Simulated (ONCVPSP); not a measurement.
# Potentials for oxygen compared

Generated with ld1.x 7.5 (TM, RRKJ, ultrasoft, PAW), atompaw 4.2 or ONCVPSP 4.0.1. The cutoff is in Ry: for ld1.x and atompaw files where the sum of valence levels is converged to 10 mRy in a Bessel basis, for ONCV files where the hardest occupied wave has 1 mHa per electron of residual kinetic energy. The error is the largest all-electron minus pseudo excitation energy over each file’s own four to seven test configurations (ionisations up to +4, promotions, holes and added fractions of an electron), all of which were solved. The labels leave out finer settings (local radius, basis sizes, second energies), which also bear on the numbers. Spin-polarised tests are not counted. The rows are a selection from randomly drawn settings: files with unsolved tests, undetermined cutoffs or missed reference levels are left out.

A true bound ghost makes a file unfit for plane-wave use even where its test errors are small: the radial tests pick states by their node count and pass the ghost by.

```csv
potential,cutoff (Ry),largest error (meV),bound ghosts
"ONCV, PBE, scalar-relativistic, rc 0.70/1.15/0.95 (spd), local smoothed, core correction yes, reference 2s1.5 2p4.5, qcut 10.9/11.9/10.3, projectors 2/3/2",220,+243,s
"ONCV, PBEsol, scalar-relativistic, rc 0.60/1.45/1.45 (spd), local smoothed, core correction yes, reference 2s2 2p2, qcut 13.8/15.7/6.1, projectors 1/1/2",189,+245,none
"ONCV, PBE, scalar-relativistic, rc 0.90/1.25/1.05 (spd), local smoothed, core correction yes, reference 2s2 2p4, qcut 6.1/12.1/9.5, projectors 2/2/1",245,+291,none
"ONCV, PBE, scalar-relativistic, rc 0.75/1.55 (sp), local smoothed, core correction yes, reference 2s2 2p4, qcut 10/11, projectors 3/2",85,+514,s
```

Q: Fill in the row for O: ONCV, PBEsol, scalar-relativistic, rc 0.85/1.70 (sp), local smoothed, core correction yes, reference 2s2 2p3, qcut 8.8/9.6, projectors 2/2.

A: cutoff 80 Ry, largest error +718 meV, bound ghosts: none.

Q: Fill in the row for O: ONCV, revPBE, non-relativistic, rc 0.65/2.10/1.75 (spd), local smoothed, core correction no, reference 2s2 2p4, qcut 11.6/7/5.6, projectors 2/2/2.

A: cutoff 85 Ry, largest error +2966 meV, bound ghosts: none.

Q: Fill in the row for O: ONCV, LDA (Perdew-Wang 92), scalar-relativistic, rc 0.70/1.30/1.20 (spd), local smoothed, core correction yes, reference 2s2 2p1, qcut 10.6/12.5/9, projectors 2/3/2.

A: cutoff 93 Ry, largest error +259 meV, bound ghosts: none.
